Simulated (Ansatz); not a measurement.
Consider the hydrogenolysis of a C–Cl bond: `OB1CC1Cl` + H₂ → `OB1CC1` + HCl.

Gas-phase electronic energies from Ansatz, PBE0-D4/def2-TZVP geometries. CCSD(T)/CBS adds triple-zeta CCSD(T) − MP2 to the extrapolated MP2 energy (def2 sets, frozen cores). This one scheme is used for every species. Functionals use def2-TZVPP. HSE06 is defined as in plane-wave codes. Each species was taken in one conformer, which may not be the lowest.

```csv
level,ΔE (kJ/mol)
LDA (SPW92),-79.5
PBE-D4,-76.4
CAM-B3LYP-D4,-87.5
BLYP,-84.7
r2SCAN,-82.3
r2SCANh,-84.6
HSE06,-87.5
CCSD/def2-SVP,-96.8
```

Problem. What does CCSD(T)/CBS give? (An estimate is asked.)

Solution. Computed: -85.1 kJ/mol. The listed levels differ from it by 5.6, 8.7, -2.4, 0.4, 2.8, 0.5, -2.4, -11.7 kJ/mol.

Largest T1 diagnostic among the species: 0.012.

From PBE to PBE0 (25 % exact exchange), in def2-TZVPP and without D4, ΔE moves by −6.7 kJ/mol. At CCSD(T), def2-SVP lies −7.3 kJ/mol from the extrapolated value and def2-TZVPP −3.4 kJ/mol.
